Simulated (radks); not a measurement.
Q: Species: Ag4+. Configuration: [Kr] 4d7 (the NIST ground configuration). Calculated with a radial shooting solver on a logarithmic mesh with Libxc functionals: Dirac Kohn-Sham, LDA (Slater exchange, Perdew-Wang correlation), spin-unpolarised, spherical densities, point nucleus; open shells fill j = l - 1/2 first.

Spin-orbit splittings of the eigenvalues, e(l+1/2) - e(l-1/2), with zeta = 2 splitting/(2l+1) and mean radii in bohr:

| shell | occ. | splitting (eV) | zeta (eV) | <r> j=l-1/2 | <r> j=l+1/2 |
|---|---|---|---|---|---|
| 2p | 6 | 175.1 | 116.7 | 0.1142 | 0.1192 |
| 3p | 6 | 30.92 | 20.61 | 0.3603 | 0.3713 |
| 3d | 10 | 6.237 | 2.495 | 0.3438 | 0.3473 |
| 4p | 6 | 5.397 | 3.598 | 0.9573 | 0.9857 |
| 4d | 7 | ? | ? | 1.194 | 1.205 |

Estimate the 4d splitting.

A: 0.7294 eV (zeta = 0.2918 eV).
